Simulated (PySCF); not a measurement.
Gas-phase reaction: GeHCl + 2 H → GeH3Cl

Method: PySCF energies (xtb for GFN2) plus ideal-gas RRHO corrections (1 bar). † marks an energy on the PBE0/def2-TZVP geometry and frequencies; other levels use their own. MP2 and CCSD(T) freeze the core. 6-31G* has spherical d functions here. Open shells (unrestricted): H (multiplicity 2); the rest are closed-shell singlets. GFN2 has no spin-polarisation term. B3LYP is the form with VWN-RPA correlation. Ge: all electrons, no relativistic terms. GeHCl: computed as isolated molecules; such fragments, hydroxides, amides, oligomers or adducts are transient or little studied in the gas. MP2 isn't extrapolated to the basis-set limit. CCSD(T) isn't extrapolated to the basis-set limit.

```
level               ΔH°(298 K), kJ
------------------  --------------
B3LYP/6-31G*                     …
B3LYP/def2-TZVP†                 …
BLYP/def2-TZVP†               -510
CCSD(T)/def2-SVP†             -539
GFN2-xTB                      -530
MP2/def2-SVP†                 -530
PBE/def2-SVP                     …
PBE/def2-TZVP†                   …
PBE0/def2-QZVP†               -538
LDA/def2-TZVP†                -592
ωB97M-V/def2-TZVP†            -544
```

Problem. What belongs in the gaps?

Solution. 
- B3LYP/6-31G*, ΔH°(298 K), kJ: -528
- B3LYP/def2-TZVP†, ΔH°(298 K), kJ: -534
- PBE/def2-SVP, ΔH°(298 K), kJ: -520
- PBE/def2-TZVP†, ΔH°(298 K), kJ: -519
